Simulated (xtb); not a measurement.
As₄, charge +1, doublet, geometry from GFN2-xTB (a state made from the parent by changing its charge; the spin is typed, not shown lowest), atoms displaced at random by about 0.02 Å a coordinate; xtb with GFN1-xTB.

Here is a job for xtb.
```
$ xtb mol.xyz --gfn 1 --chrg 1 --uhf 1 --opt --input xcontrol --json

# file mol.xyz
4

As    -0.90075398     0.09980422    -1.16559494
As     0.53879018     1.37419496     0.19494393
As     0.90457308    -1.12715308    -0.37648510
As    -0.56815780    -0.33487480     1.30331550

# file xcontrol
$opt
  engine=inertial
$end
```

It wrote (shortened):

```
   ID    Z sym.   atoms
    1   33 As     1-4

           -------------------------------------------------
          |                Calculation Setup                |
           -------------------------------------------------

           -------------------------------------------------
          |                 G F N 1 - x T B                 |
           -------------------------------------------------

          ...................................................
          :                      SETUP                      :
          :.................................................:
          :  # basis functions                  40          :
          :  # atomic orbitals                  36          :
          :  # shells                           12          :
          :  # electrons                        19          :
          :  # halogen bonds                     0          :
          :  max. iterations                   250          :
          :  Hamiltonian                  GFN1-xTB          :
          :  restarted?                      false          :
          :  GBSA solvation                  false          :
          :  PC potential                    false          :
          :  electronic temp.          300.0000000     K    :
          :  accuracy                    1.0000000          :
          :  -> integral cutoff          0.2500000E+02      :
          :  -> integral neglect         0.1000000E-07      :
          :  -> SCF convergence          0.1000000E-05 Eh   :
          :  -> wf. convergence          0.2000000E-04 e    :
          :  Broyden damping             0.4000000          :
          :  net charge                          1          :
          :  unpaired electrons                  1          :
          ...................................................

 iter      E             dE          RMSdq      gap      omega  full diag
   1     -8.9883507 -0.898835E+01  0.104E+00    2.40       0.0  T
   2     -8.9796630  0.868768E-02  0.990E-01    2.34       1.0  T
   3     -8.9244155  0.552475E-01  0.213E+00    2.38       1.0  T
   4     -8.9885675 -0.641520E-01  0.570E-02    2.39       1.0  T
   5     -8.9885901 -0.226655E-04  0.433E-02    2.39       1.2  T
   6     -8.9886200 -0.298996E-04  0.753E-03    2.39       6.6  T
   7     -8.9886204 -0.381800E-06  0.564E-03    2.39       8.9  T
   8     -8.9886208 -0.378776E-06  0.516E-04    2.39      96.9  T
   9     -8.9886208 -0.312121E-08  0.120E-05    2.39    4178.1  T
  10     -8.9886208 -0.169287E-11  0.144E-06    2.39   34762.7  T

   *** convergence criteria satisfied after 10 iterations ***

         :::::::::::::::::::::::::::::::::::::::::::::::::::::
         ::                     SUMMARY                     ::
         :::::::::::::::::::::::::::::::::::::::::::::::::::::
         :: total energy              -8.977779888221 Eh    ::
         :: gradient norm              0.017071655780 Eh/a0 ::
         :: HOMO-LUMO gap              2.391964025069 eV    ::
         ::.................................................::
         :: SCC energy                -8.988620796880 Eh    ::
         :: -> electrostatic           0.172790846048 Eh    ::
         :: repulsion energy           0.013471258587 Eh    ::
         :: dispersion energy         -0.002630349927 Eh    ::
         :: halogen bond corr.         0.000000000000 Eh    ::
         :: add. restraining           0.000000000000 Eh    ::
         :: total charge               1.000000000001 e     ::
         :::::::::::::::::::::::::::::::::::::::::::::::::::::

      -----------------------------------------------------------
     |              Fast Inertial Relaxation Engine              |
      -----------------------------------------------------------

          ...................................................
          :                      SETUP                      :
          :.................................................:
          :   energy convergence        0.5000000E-05 Eh    :
          :   grad. convergence         0.1000000E-02 Eh/a0 :
          :   optimization log               true           :
          :   writing optlog all                1     steps :
          :   Hessian reset                    20     steps :
          :   time step scaling                 5     steps :
          :   maximium step len.        1.0000000     a0    :
          :   initial time step         0.2500000     fs    :
          :   maximum time step         1.2500000     fs    :
          :   power reset thr           0.0000000     au    :
          :   alpha parameter           0.1000000           :
          :   BFGS update                   false           :
          :   preconditioning               false           :
          ...................................................

........................................................................
.............................. CYCLE    1 ..............................
........................................................................

 iter      E             dE          RMSdq      gap      omega  full diag
   1     -8.9885793 -0.898858E+01  0.419E-03    2.39       0.0  T
   2     -8.9885748  0.452643E-05  0.177E-02    2.39       2.8  T
   3     -8.9885795 -0.466071E-05  0.175E-03    2.39      28.6  T
   4     -8.9885794  0.428494E-07  0.172E-03    2.39      29.0  T
   5     -8.9885795 -0.485840E-07  0.354E-05    2.39    1414.1  T
   6     -8.9885795  0.252880E-09  0.129E-04    2.39     386.3  T
 * total energy  :    -8.9778135 Eh     change    :  -0.3362904E-04 Eh
   gradient norm :     0.0165468 Eh/a0  converged?    E=F G=F D=F
   time step     :     0.2500000 fs     power     :   0.1757039E-08
   step length   :     0.0020008 a0     speed     :   0.1935844E-03

........................................................................
.............................. CYCLE    2 ..............................
[...]
 * total energy  :    -8.9786805 Eh     change    :  -0.5679279E-04 Eh
 * total energy  :    -8.9787083 Eh     change    :  -0.2784487E-04 Eh
 * total energy  :    -8.9787090 Eh     change    :  -0.6385758E-06 Eh
 * total energy  :    -8.9787102 Eh     change    :  -0.1228611E-05 Eh
 * total energy  :    -8.9787119 Eh     change    :  -0.1726376E-05 Eh
 * total energy  :    -8.9787140 Eh     change    :  -0.2097256E-05 Eh
 * total energy  :    -8.9787156 Eh     change    :  -0.1567421E-05 Eh
 * total energy  :    -8.9787172 Eh     change    :  -0.1630802E-05 Eh
 * total energy  :    -8.9787189 Eh     change    :  -0.1643178E-05 Eh
 * total energy  :    -8.9787205 Eh     change    :  -0.1608060E-05 Eh
 * total energy  :    -8.9787220 Eh     change    :  -0.1531480E-05 Eh
 * total energy  :    -8.9787236 Eh     change    :  -0.1560664E-05 Eh
 * total energy  :    -8.9787251 Eh     change    :  -0.1526118E-05 Eh
   *** GEOMETRY OPTIMIZATION CONVERGED AFTER 27 CYCLES ***
[...]
          :  # electrons                        19          :
          :  # halogen bonds                     0          :
          :  max. iterations                   250          :
          :  Hamiltonian                  GFN1-xTB          :
          :  restarted?                      false          :
          :  GBSA solvation                  false          :
          :  PC potential                    false          :
          :  electronic temp.          300.0000000     K    :
          :  accuracy                    1.0000000          :
          :  -> integral cutoff          0.2500000E+02      :
          :  -> integral neglect         0.1000000E-07      :
          :  -> SCF convergence          0.1000000E-05 Eh   :
          :  -> wf. convergence          0.2000000E-04 e    :
          :  Broyden damping             0.4000000          :
          :  net charge                          1          :
          :  unpaired electrons                  1          :
          ...................................................

 iter      E             dE          RMSdq      gap      omega  full diag
   1     -8.9881532 -0.898815E+01  0.553E-06    2.21       0.0  T
   2     -8.9881532  0.125731E-10  0.284E-05    2.21    1759.2  T
   3     -8.9881532 -0.128129E-10  0.318E-06    2.21   15730.7  T

   *** convergence criteria satisfied after 3 iterations ***

         :::::::::::::::::::::::::::::::::::::::::::::::::::::
         ::                     SUMMARY                     ::
         :::::::::::::::::::::::::::::::::::::::::::::::::::::
         :: total energy              -8.978725089730 Eh    ::
         :: gradient norm              0.000949281476 Eh/a0 ::
         :: HOMO-LUMO gap              2.211517523595 eV    ::
         ::.................................................::
         :: SCC energy                -8.988153175387 Eh    ::
         :: -> electrostatic           0.172101674709 Eh    ::
         :: repulsion energy           0.012058416923 Eh    ::
         :: dispersion energy         -0.002630331266 Eh    ::
         :: halogen bond corr.         0.000000000000 Eh    ::
         :: add. restraining           0.000000000000 Eh    ::
         :: total charge               1.000000000001 e     ::
         :::::::::::::::::::::::::::::::::::::::::::::::::::::

           -------------------------------------------------
          |                Property Printout                |
           -------------------------------------------------

    * Orbital Energies and Occupations

         #    Occupation            Energy/Eh            Energy/eV
      -------------------------------------------------------------
         1        2.0000           -1.0568861             -28.7593
         2        2.0000           -0.9909170             -26.9642
         3        2.0000           -0.9903255             -26.9481
         4        2.0000           -0.9635446             -26.2194
         5        2.0000           -0.7120935             -19.3771
         6        2.0000           -0.7064258             -19.2228
         7        2.0000           -0.7057980             -19.2057
         8        2.0000           -0.7053058             -19.1923
         9        2.0000           -0.7002746             -19.0554
        10        1.0000           -0.6557554             -17.8440 (HOMO)
        11                         -0.5744837             -15.6325 (LUMO)
        12                         -0.5735238             -15.6064
        13                         -0.5515905             -15.0095
        14                         -0.4511414             -12.2762
        15                         -0.4494733             -12.2308
        16                         -0.4468025             -12.1581
        17                         -0.3954030             -10.7595
        18                         -0.3949533             -10.7472
        19                         -0.3119855              -8.4896
        20                         -0.3093171              -8.4169
        21                         -0.2908117              -7.9134
       ...                                ...                  ...
        36                          0.8546503              23.2562
      -------------------------------------------------------------
                  HL-Gap            0.0812718 Eh            2.2115 eV
             Fermi-level           -0.6465650 Eh          -17.5939 eV

  Mulliken/CM5 charges         n(s)   n(p)   n(d)
     1As    0.25039  0.25039   1.917  2.767  0.065
     2As    0.24967  0.24967   1.916  2.767  0.067
     3As    0.24959  0.24959   1.916  2.767  0.067
     4As    0.25034  0.25034   1.917  2.767  0.066

Wiberg/Mayer (AO) data.
largest (>0.10) Wiberg bond orders for each atom

 ---------------------------------------------------------------------------
     #   Z sym  total        # sym  WBO       # sym  WBO       # sym  WBO
 ---------------------------------------------------------------------------
     1  33 As   3.047 --     2 As   1.161     3 As   1.157     4 As   0.728
     2  33 As   3.053 --     1 As   1.161     4 As   1.157     3 As   0.734
     3  33 As   3.054 --     4 As   1.162     1 As   1.157     2 As   0.734
     4  33 As   3.048 --     3 As   1.162     2 As   1.157     1 As   0.728
 ---------------------------------------------------------------------------

Topologies differ in total number of bonds
Writing topology from bond orders to xtbtopo.mol

 dipole moment from electron density (au)
     X       Y       Z
  -0.0102   0.0050  -0.0205  total (Debye):    0.059

optimized geometry written to: xtbopt.xyz

           -------------------------------------------------
          | TOTAL ENERGY               -8.978725089730 Eh   |
          | GRADIENT NORM               0.000949281476 Eh/α |
          | HOMO-LUMO GAP               2.211517523595 eV   |
           -------------------------------------------------

normal termination of xtb
```
